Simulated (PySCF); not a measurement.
Radial density of V⁻ (vanadium, charge -1)

UHF, [Ar] 3d4 4s2, high-spin 5D determinant. Calculation: PySCF 2.14, in def2-QZVPPD (11s6p5d3f2g, 93 functions); no relativity, point nucleus.

```csv
r (bohr),4πr²ρ (e/bohr),4πr²(ρα − ρβ)
0.00118,0.1345,0.0000
0.00198,0.3668,0.0000
0.00333,0.9755,0.0000
0.00560,2.486,0.0000
0.00941,5.904,0.0000
0.0158,12.45,-0.0001
0.0266,21.57,-0.0002
0.0448,27.28,-0.0006
0.0753,23.19,-0.0011
0.127,21.81,0.0089
0.213,29.65,0.1176
0.359,17.12,0.6488
0.603,9.547,1.8507
1.01,10.71,2.4543
1.71,3.153,1.5141
2.87,0.7928,0.5163
4.83,0.3825,0.0448
8.12,0.1224,-0.0563
13.7,0.0006450,-0.0004
```

⟨S²⟩ = 6.10 against 6.00 shows spin contamination. At UHF the highest occupied level has a positive energy, so only the finite basis holds that electron.

Question: Where is the radial spin density 4πr²(ρα − ρβ) most negative, and why is it negative at all?

Answer: Around r = 8.12 bohr, down to -0.0563 e/bohr: exchange with the open shell polarises the paired shells in an unrestricted calculation.
